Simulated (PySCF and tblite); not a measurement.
# Conformers and averaged properties: C₇H₉NO₂, numbered as in [CH2:1]=[C:2]([C:3]#[C:4][C:5]([NH2:6])=[O:7])[CH2:8][O:9][CH3:10]

The ensemble was built from 150 distance-geometry starts (ETKDG, MMFF94s, GFN2-xTB) and rests on GFN2-xTB geometries. Weights use PBE0-D3(BJ)/6-31G* energies plus GFN2-xTB zero-point and thermal terms (modes under about 100 cm⁻¹ blended into free rotors). Symmetry numbers and mirror images are counted. Conformers within 3 kcal/mol (GFN2-xTB free energy) were kept, 10 at most. GIAO shieldings: PBE0/6-31G*. Shifts are against TMS (¹H), TMS (¹³C), NH3 (¹⁵N) at the same level; of two unlike H on one atom, a is the less shielded. Programs: PySCF with density fitting and tblite.

Torsions listed: O7–C5–N6–H6, C1–C2–C8–O9, C2–C8–O9–C10. Of a mirror pair one member is shown.

```tsv
conformer	shape	symmetry	E(GFN2) kcal/mol	E(DFT) kcal/mol	G(298.15 K) kcal/mol	weight %	dipole D
1	0°, 0°, 180°	Cs	0.72	0.00	0.00	34.6	2.81
2	1°, -24°, -76°	C1 (pair)	0.25	0.19	0.01	33.8	3.39
3	180°, -135°, 67°	C1 (pair)	0.00	0.20	0.15	26.8	3.73
4	-178°, 128°, 178°	C1 (pair)	1.38	1.79	1.43	3.1	4.68
5	180°, -88°, -71°	C1 (pair)	0.53	2.00	1.76	1.8	3.82
```

Weights (%) against temperature:

```json
{"T (K)": "150", "1": "53.7", "2": "25.9", "3": "20.1", "4": "0.2", "5": "0.1", "S(mix) cal/mol/K": "2.67"}
{"T (K)": "200", "1": "44.3", "2": "30.4", "3": "24.1", "4": "0.9", "5": "0.3", "S(mix) cal/mol/K": "3.00"}
{"T (K)": "250", "1": "38.5", "2": "32.7", "3": "26.0", "4": "1.9", "5": "0.9", "S(mix) cal/mol/K": "3.24"}
{"T (K)": "298.15", "1": "34.6", "2": "33.8", "3": "26.8", "4": "3.1", "5": "1.8", "S(mix) cal/mol/K": "3.42"}
{"T (K)": "400", "1": "29.1", "2": "34.5", "3": "26.9", "4": "5.7", "5": "3.9", "S(mix) cal/mol/K": "3.70"}
```

Averaged shifts at 298.15 K. ¹H: 5.94 (H1a, 1H), 5.88 (H1b, 1H), 4.17 (H8, 2H), 3.46 (H10, 3H) ppm. ¹³C: 140.9 (C5), 125.0 (C1), 122.5 (C2), 83.7 (C4), 78.0 (C3), 72.7 (C8), 55.9 (C10) ppm. ¹⁵N: 100.0 (N6) ppm.

Coordinates of conformer 1 (Å):

```xyz
19

C     0.333    1.896   -0.557
C     0.227    0.671   -0.046
C    -1.025    0.091    0.262
C    -2.099   -0.397    0.521
C    -3.330   -1.068    0.863
N    -4.434   -0.318    0.614
O    -3.371   -2.187    1.324
C     1.412   -0.211    0.254
O     2.613    0.438   -0.078
C     3.745   -0.348    0.185
H     1.301    2.308   -0.779
H    -0.534    2.500   -0.758
H    -5.340   -0.706    0.820
H    -4.372    0.608    0.231
H     1.399   -0.477    1.325
H     1.311   -1.153   -0.315
H     4.609    0.244   -0.107
H     3.817   -0.600    1.251
H     3.728   -1.280   -0.394
```

Coordinates of conformer 2 (Å):

```xyz
19

C    -0.446    1.616    1.238
C    -0.310    0.778    0.213
C     0.855    0.003    0.020
C     1.850   -0.658   -0.156
C     2.961   -1.544   -0.411
N     4.156   -1.042   -0.007
O     2.834   -2.630   -0.932
C    -1.392    0.579   -0.833
O    -2.683    0.907   -0.386
C    -3.249   -0.063    0.462
H    -1.351    2.187    1.358
H     0.327    1.744    1.976
H     4.986   -1.592   -0.153
H     4.236   -0.133    0.412
H    -1.192    1.247   -1.679
H    -1.357   -0.458   -1.200
H    -3.341   -1.028   -0.051
H    -2.654   -0.205    1.372
H    -4.239    0.301    0.729
```

The minima are those of GFN2-xTB; planar forms about aryl–S or allylic bonds may be saddles in DFT. Rotation about the C–N or B–N bond may be slow on the NMR time scale, and the averages treat it as fast. H on N, O and S are left out: they exchange, and hydrogen bonds move them by several ppm. Unscaled ¹⁵N shifts at such levels can be off by tens of ppm; differences between conformers or isomers are more reliable. Shifts are unscaled: against experiment ¹³C can be off by 15 ppm or more and ¹H by 0.8 ppm.

Search and properties took 5.9 min on 1 thread of Intel Xeon @ 2.50GHz (shared host) (rough), launched as `OMP_NUM_THREADS=1 python ens_run.py task.json out`.


¹⁵N shifts are against a computed isolated NH3 molecule, about 20 ppm from the liquid.

Conformer gaps in 6-31G* on xTB geometries can be 2 kcal/mol off for S=O, P=O and other polar bonds.